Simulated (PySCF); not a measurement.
The first ionisation energy along the 4d series

Calculated with PySCF 2.14 from differences of total energies of unrestricted determinants, without spin-orbit coupling. Values in eV. The last column holds reference values (NIST; (s) semi-empirical, (t) theoretical, else measured). Unmarked ones compare directly (S terms, centres of terms, or small fine structure); those marked * lie between the lowest fine-structure levels and include a spin-orbit shift.

| element | configurations | PBE0 | r2SCAN | SCS-MP2 (valence) | SCS-MP2 (valence and next inner shell) | CCSD(T) (valence and next inner shell) | CCSD(T) (valence) | reference |
| --- | --- | --- | --- | --- | --- | --- | --- | --- |
| Zr (ANO-RCC-VTZP, spin-free X2C) | [Kr] 4d2 5s2 → [Kr] 4d2 5s1 | 6.279 | 6.112 | 6.235 | 6.405 | 6.514 | 6.388 | 6.639 |
| Nb (ANO-RCC-VTZP, spin-free X2C) | [Kr] 4d4 5s1 → [Kr] 4d4 | 6.879 | n/a | 6.134 | 6.407 | 6.717 | 6.519 | 6.776 |
| Mo (ANO-RCC-VTZP, spin-free X2C) | [Kr] 4d5 5s1 → [Kr] 4d5 | 7.205 | 7.486 | 6.442 | 6.715 | 7.036 | 6.848 | 7.092 |
| Tc (ANO-RCC-VTZP, spin-free X2C) | [Kr] 4d5 5s2 → [Kr] 4d5 5s1 | 6.726 | 6.563 | 6.915 | 6.959 | 6.967 | 6.891 | 7.119 |
| Ru (ANO-RCC-VTZP, spin-free X2C) | [Kr] 4d7 5s1 → [Kr] 4d7 | 7.488 | 7.688 | 6.895 | 7.101 | 7.319 | 7.166 | 7.365 |
| Rh (ANO-RCC-VTZP, spin-free X2C) | [Kr] 4d8 5s1 → [Kr] 4d8 | 7.578 | 7.758 | 7.067 | 7.235 | 7.413 | 7.279 | 7.479 |
| Pd (ANO-RCC-VTZP, spin-free X2C) | [Kr] 4d10 → [Kr] 4d9 | 8.512 | 8.555 | 8.461 | 8.601 | 8.357 | 8.313 | 8.512 |
| Cd (ANO-RCC-VTZP, spin-free X2C) | [Kr] 4d10 5s2 → [Kr] 4d10 5s1 | 8.781 | 8.855 | 8.801 | 8.867 | 8.931 | 8.868 | 8.994 |

Task: Fill in the row of Ag (ANO-RCC-VTZP, spin-free X2C) ([Kr] 4d10 5s1 → [Kr] 4d10).

Result: PBE0 7.654; r2SCAN 7.790; SCS-MP2 (valence) 7.288; SCS-MP2 (valence and next inner shell) 7.371; CCSD(T) (valence and next inner shell) 7.499; CCSD(T) (valence) 7.419; reference 7.576 (eV).

"Valence" correlates the outer s and p shells and, in groups 3 to 12 and the f block, the outer d or f shell, open or full, or the next shell where the ion has no valence electron left; the wider scheme adds the next inner shell.
